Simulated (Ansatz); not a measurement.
Cartesian coordinates in Å:
```
O -1.455 -0.898 0.120
Hf 0.017 0.294 -0.061
O -0.401 2.127 -0.320
Se 1.434 0.057 2.105
Se 1.390 -0.323 -2.175
H -2.302 -1.327 0.053
H -0.808 2.986 -0.383
H 0.707 -1.187 2.402
H 1.417 -1.729 -1.740
```

Charge 0, multiplicity 1. Hf takes the def2 core potential.

Task: List the PBE0/def2-TZVPP orbital energies in eV (the Gaussian-basis code of Ansatz). (Best estimate.)

Result: The calculation gave: Occupied: -12360.99, -12360.98, -1583.81, -1583.80, -1420.83, -1420.83, -1420.79, -1420.78, -1420.78, -1420.77, -523.13, -523.05, -214.22, -214.21, -157.80, -157.80, -157.65, -157.64, -157.60, -157.59, -68.60, -57.79, -57.79, -57.74, -57.74, -57.69, -57.69, -57.57, -57.57, -57.56, -57.56, -37.38, -36.97, -36.72, -27.66, -27.33, -18.91, -18.77, -15.06, -14.40, -10.82, -10.71, -10.42, -10.15, -10.01, -9.94, -8.34, -7.77, -7.30, -6.66. Lowest empty: -0.84, -0.55, -0.41, -0.21, -0.02, 0.26, 0.99, 1.14.
